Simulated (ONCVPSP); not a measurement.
**tantalum: one change to an ONCV potential, before and after**

```
Element                 : Ta
Generator               : ONCVPSP 4.0.1
Type                    : optimised norm-conserving Vanderbilt (ONCV)
Functional              : PBEsol
Relativity              : scalar-relativistic
Frozen core             : [Kr] 4d10 4f14
Valence charge          : 13
Reference configuration : 5s2 5p6 5d3 6s2
Partial waves           : 5s+6s: rc 2.05 bohr, ncon 4, nbas 8, qcut 4.7 1/bohr, 2 projectors; 5p: rc 1.65 bohr, ncon 3, nbas 8, qcut 9.3 1/bohr, 2 projectors, debl 1.1 Ha; 5d: rc 1.65 bohr, ncon 4, nbas 8, qcut 4.9 1/bohr, local; f scattering state at 0.21 Ha: rc 1.80 bohr, ncon 4, nbas 8, qcut 6.9 1/bohr, 2 projectors, debl 0.6 Ha
Local potential         : the d channel
Core correction         : Teter function, fcfact 1.5, rcfact 1.3
```

In the p channel the program set the typed energies aside and used -1.449, 0.250 Ha.

All-electron outer shells of the reference configuration (PBEsol, scalar-relativistic, ld1.x):

```
shell  level (eV)  outermost node (bohr)  outermost maximum (bohr)
   5s      -73.03                   0.54                      0.98
   5p      -39.42                   0.58                      1.13
   4f      -24.73                      –                      0.44
   6s       -5.47                   1.32                      2.78
   5d       -3.62                   0.65                      1.58
```

Change: s: rc 1.7.

Cutoffs: the cutoffs (Ha) at which the residual kinetic energy of the hardest occupied pseudo-wave falls to 1 and 0.1 mHa per electron; they do not see the model core or the augmentation charge, which bear on the density cutoff. Errors are all-electron minus pseudo energies relative to the spin-unpolarised reference configuration.

**Question.** Predict the effect on cutoff, ghosts and configuration errors.

**Answer.** The potential gets harder (26 Ha and 33 Ha → 26 Ha and 60 Ha); the bound ghosts move from f, s to f; of the 4 tests that both files solve, the error grows in 0 and shrinks in 3 by more than 15 % and 0.3 meV (median size 9.6 → 6.8 meV). A smaller radius makes the pseudo-wave follow the all-electron one further in, where it bends more sharply, so more plane waves are needed. Less of the atom is replaced, so other configurations are described better.

| quantity | base | changed |
| --- | --- | --- |
| cutoff, loose | 26 Ha | 26 Ha |
| cutoff, tight | 33 Ha | 60 Ha |
| loose cutoff by channel | s 6.0 Ha, p 26 Ha, d 13 Ha | s 24 Ha, p 26 Ha, d 13 Ha |
| bound ghosts | s, f | f |
| GHOST(+) flags under 300 eV | none | none |
| error for 5s2 5p6 5d3 6s1, meV [ΔE 8.51 eV] | -4.9 | -3.9 |
| error for 5s2 5p6 5d3 6s0, meV [ΔE 23.48 eV] | -14 | -9.7 |
| error for 5s2 5p6 5d2 6s0, meV [ΔE 47.09 eV] | -20 | -15 |
| error for 5s2 5p6 5d3 6s1.5, meV [ΔE 3.48 eV] | -1.7 | -1.5 |
| p: phases at 1.67 bohr within 0.05 rad from the reference energy up to (Ha; the scan ends near 5) | to the end of the scan | to the end of the scan |
| d: phases at 1.67 bohr within 0.05 rad from the reference energy up to (Ha; the scan ends near 5) | 4.4 | 4.4 |
| f: phases at 1.83 bohr within 0.05 rad from the reference energy up to (Ha; the scan ends near 5) | 3.7 | 3.7 |
| rms error of d²Exc/dni dnj with the model core, mHa | 4.30 | 3.82 |

 A true bound ghost makes a file unfit for plane-wave use even where its test errors are small: the radial tests pick states by their node count and pass the ghost by.
